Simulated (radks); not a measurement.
Problem. These are the eigenvalues of the occupied orbitals of an atom or ion with whole-number occupations (eV). All-electron calculation, Dirac Kohn-Sham, LDA (Slater exchange, Perdew-Wang correlation), spin-unpolarised, spherical densities, finite nucleus; Fermi nuclear charge, rms radius of each element as measured or else 0.836 A^(1/3) + 0.57 fm. Program: a radial shooting solver on a logarithmic mesh with Libxc functionals.

1s1/2: -40193.77
2s1/2: -6437.290
2p1/2: -6081.072
2p3/2: -5635.048
3s1/2: -1388.642
3p1/2: -1237.374
3p3/2: -1149.773
3d3/2: -884.1244
3d5/2: -865.2917
4s1/2: -283.6022
4p1/2: -227.4146
4p3/2: -208.4630
4d3/2: -116.0211
4d5/2: -112.7028
5s1/2: -44.5258
5p1/2: -29.1896
5p3/2: -26.4291
4f5/2: -9.6069
5d3/2: -7.4624

Which element is it, and in what charge state? The configuration may be excited. Open shells, if any, fill j = l - 1/2 first.

Solution. Z = 58, cerium, charge +1: Ce+ in [Xe] 4f1 5d2. The list shows which subshells hold electrons but not how many an open one holds; the 1s level, -1477.1 hartree, gives Z - s = 54.4 by -(Z - s)^2/2, which with screening and relativity narrows Z to a few neighbours, and the depths of the outer levels then fix element, charge and occupations together.
